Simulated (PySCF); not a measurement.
This PySCF input asks for the NMR shieldings of `InChI=1S/C6H4Se/c1-2-6-4-3-5-7-6/h1,3-5H`; the geometry comes from GFN2-xTB.

```python
import basis_set_exchange as bse
import numpy as np
from pyscf import gto, dft
from pyscf.prop import nmr

atoms = """
C     3.096029    0.382102    0.283501
C     1.913201    0.268915    0.096585
C     0.538594    0.140008   -0.128322
C    -0.386846   -0.373264    0.739882
C    -1.712079   -0.385636    0.255941
C    -1.866357    0.114433   -0.998285
Se   -0.266337    0.684910   -1.742412
H     4.125872    0.476335    0.458046
H    -0.113978   -0.736798    1.716483
H    -2.534891   -0.764132    0.839352
H    -2.787784    0.195798   -1.546735
"""
names = dict.fromkeys(["C", "Se", "H"], "pcSseg-1")
basis = {el: gto.basis.parse(bse.get_basis(n, elements=[el], fmt="nwchem")) for el, n in names.items()}
mol = gto.M(atom=atoms, basis=basis, charge=0, verbose=0)
mf = dft.RKS(mol, xc="PBE0")
mf.grids.level = 2
mf.grids.alignment = dft.numint.BLKSIZE   # the property module wants whole blocks of grid points
mf.conv_tol = 1e-9
mf.kernel()

calc = nmr.RKS(mf)   # GIAO
C = mf.mo_coeff
Co = C[:, mf.mo_occ > 0]
resp = mf.gen_response(singlet=True, hermi=2)
def vind(x):   # induced exchange potential for any number of trial vectors
    d = np.einsum("pi,xij,qj->xpq", C, 2 * x.reshape(-1, C.shape[1], Co.shape[1]), Co, optimize=True)
    return np.einsum("xpq,pi,qj->xij", resp(d - d.transpose(0, 2, 1)), C, Co, optimize=True).ravel()
mo1, _ = nmr.rhf.solve_mo1(calc, with_cphf=vind)
sigma = calc.kernel(mo1)
for i, s in enumerate(sigma):   # ppm
    w = np.linalg.eigvalsh((s + s.T) / 2)
    print("%2d %-2s iso %8.1f  s11 %8.1f  s22 %8.1f  s33 %8.1f" % (i, mol.atom_pure_symbol(i), w.mean(), *w))
```

Problem. What are the results?

Solution. 
```
 0 C  iso     92.0  s11     31.4  s22     57.6  s33    187.0
 1 C  iso    103.9  s11      3.2  s22      5.2  s33    303.3
 2 C  iso     45.8  s11    -36.8  s22     44.6  s33    129.7
 3 C  iso     44.6  s11    -42.8  s22     35.4  s33    141.0
 4 C  iso     53.3  s11    -25.2  s22     39.0  s33    145.9
 5 C  iso     41.0  s11    -52.1  s22     37.0  s33    138.2
 6 Se iso   1063.0  s11    662.6  s22   1181.9  s33   1344.6
 7 H  iso     28.3  s11     24.4  s22     25.1  s33     35.5
 8 H  iso     24.2  s11     21.2  s22     23.0  s33     28.3
 9 H  iso     24.6  s11     21.3  s22     24.2  s33     28.1
10 H  iso     24.1  s11     21.3  s22     22.8  s33     28.2
```

These numbers come from an equivalent density-fitted implementation of the same equations, which agrees with the script to about 0.01 ppm for H and up to a few tenths of a ppm for heavy atoms, so last digits may differ.

Relativistic effects, spin–orbit coupling among them, are left out; they matter for Se and for the light atoms bonded to it.

Size and cost of the density-fitted run: 163 basis functions, 20 s wall time on 1 thread of an Arm Neoverse V1, shared host.
